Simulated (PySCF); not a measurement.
## Sn (tin, neutral): UHF calculation

Configuration: [Kr] 4d10 5s2 5p2, high-spin 3P determinant. Computed with PySCF 2.14 in x2c-TZVPPall with one added diffuse shell each of s, p, d, f type (9s7p5d3f, 76 functions), with the spin-free X2C one-electron Hamiltonian (Gaussian nucleus).

```
Total energy                                                  : -6173.749082 hartree
One-electron energy                                           : -8490.5871 hartree
Hartree (Coulomb) energy                                      : 2480.8541 hartree
Exchange energy                                               : -164.0160 hartree
⟨S²⟩                                                          : 2.0116
⟨L²⟩                                                          : 2.031
Sum of ⟨r⟩                                                    : 36.10 bohr
Sum of ⟨r²⟩                                                   : 61.62 bohr²
Traceless quadrupole moment −½Σ⟨3z² − r²⟩ along its main axis : 4.96 e·bohr²
Langevin diamagnetic susceptibility                           : -48.8 ×10⁻⁶ cm³/mol
```

```csv
shell,electrons,mean orbital energy (eV),spread (eV),"rms radius, mean of both spins (bohr)"
1s α,1,-29345.8,0,0.0333
1s β,1,-29345.8,0,0.0333
2s β,1,-4523.0,0,0.136
2s α,1,-4523.0,0,0.136
2p α,3,-4055.8,0.010,0.121
2p β,3,-4055.7,0.049,0.121
3s α,1,-912.76,0,0.361
3s β,1,-912.70,0,0.361
3p α,3,-755.98,0.018,0.362
3p β,3,-755.89,0.156,0.362
3d α,5,-513.95,0.097,0.341
3d β,5,-513.94,0.133,0.341
4s α,1,-160.08,0,0.874
4s β,1,-159.95,0,0.874
4p α,3,-110.27,0.066,0.950
4p β,3,-110.11,0.397,0.950
4d α,5,-35.652,0.308,1.19
4d β,5,-35.501,0.478,1.19
5s α,1,-15.642,0,2.66
5s β,1,-12.070,0,2.66
5p α,2,-7.266,0,3.47
```

Densities and radii are taken from the X2C orbitals without a picture-change correction, which distorts them close to the nucleus.

Spin-orbit constants ζ (cm⁻¹) from the X2C one-electron operator on these orbitals: bare nucleus, nucleus screened by l(l+1)(2l+1)/3 electrons, and screened by the Breit-Pauli mean field of the electrons.

| shell | bare | screened nucleus | mean field |
| --- | --- | --- | --- |
| 2p | 1234000 | 1184000 | 1163000 |
| 3p | 228700 | 219500 | 214900 |
| 3d | 34290 | 27430 | 26320 |
| 4p | 38220 | 36690 | 35840 |
| 4d | 3984 | 3187 | 2992 |
| 5p | 2090 | 2006 | 1952 |

To first order the Landé constant is A = 976.0 cm⁻¹, so the lowest level has J = 0 and lies 0.242 eV below the centre of the term. This holds in LS coupling only.
